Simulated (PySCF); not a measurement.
**Nuclear quadrupole coupling in `CCc1nn(C2CC2)cp1`**

Compound: C7H11N2P.
Geometry (GFN2-xTB, Å), atoms numbered from 1 in this order:
```
atom  x, y, z in Å
C1     3.649    0.117   -0.156
C2     2.289    0.255   -0.823
C3     1.167    0.183    0.163
N4    -0.063    0.035   -0.265
N5    -0.917    0.002    0.742
C6    -2.306   -0.155    0.476
C7    -2.878    0.475   -0.761
C8    -2.727   -1.012   -0.683
C9    -0.382    0.122    1.968
P10    1.331    0.293    1.923
H11    3.716   -0.832    0.374
H12    4.446    0.160   -0.895
H13    3.798    0.919    0.565
H14    2.230    1.214   -1.349
H15    2.146   -0.529   -1.570
H16   -2.893   -0.167    1.385
H17   -3.865    0.908   -0.703
H18   -2.186    1.009   -1.392
H19   -1.936   -1.459   -1.264
H20   -3.607   -1.625   -0.568
H21   -1.022    0.103    2.832
```

Field gradients from the PBE0/pcSseg-1 density (PySCF, non-relativistic), principal values in atomic units, ordered |Vxx| ≤ |Vyy| ≤ |Vzz|:

| atom | Vxx | Vyy | Vzz |
| --- | --- | --- | --- |
| N4 | 0.1727 | 0.8181 | -0.9909 |
| N5 | 0.1645 | 0.4313 | -0.5958 |

**Question.** Find the asymmetry η = (Vxx − Vyy)/Vzz and the couplings χ = eQV/h (234.96 MHz × Q in barn × V in au), with Q(14N) = 0.02044 b.

**Answer.** 
```csv
atom,environment,nucleus,η,χzz (MHz),χxx (MHz),χyy (MHz)
N4,pyridine-type nitrogen,14N,0.65,-4.759,0.830,3.929
N5,pyrrole-type nitrogen,14N,0.45,-2.861,0.790,2.071
```

The tensor is traceless: Vxx + Vyy + Vzz = 0.

**Question.** What is Vzz at N5 in SI units (1 au = 9.71736 × 10²¹ V/m²)?

**Answer.** -0.5958 au = -5.789 × 10²¹ V/m².

**Question.** And the gradient at the other heavy atoms, for which no coupling is worked out here?

**Answer.** 
| atom | environment | Vzz (au) | η |
| --- | --- | --- | --- |
| C1 | methyl carbon | 0.065 | 0.12 |
| C2 | benzylic-type carbon | 0.075 | 0.74 |
| C3 | substituted aromatic carbon | 0.241 | 0.59 |
| C6 | sp3 carbon bound to nitrogen | 0.343 | 0.70 |
| C7 | three-membered-ring carbon | 0.196 | 0.23 |
| C8 | three-membered-ring carbon | 0.196 | 0.23 |
| C9 | aromatic CH next to a ring nitrogen | -0.259 | 0.19 |
| P10 | phosphorus bonded to 2 C | -1.049 | 0.52 |

Were the hydrogens deuterons (Q(2H) = 0.00286 b), χzz would run from 201 kHz (H14 and H15) to 227 kHz (H21).

Isolated species at its GFN2-xTB geometry (one conformer only). GFN2-xTB bond lengths can be off by several hundredths of an ångström, more for odd bonds, and the gradients follow them. The basis is small and wasn't made for field gradients, so the couplings can be 20 % off.
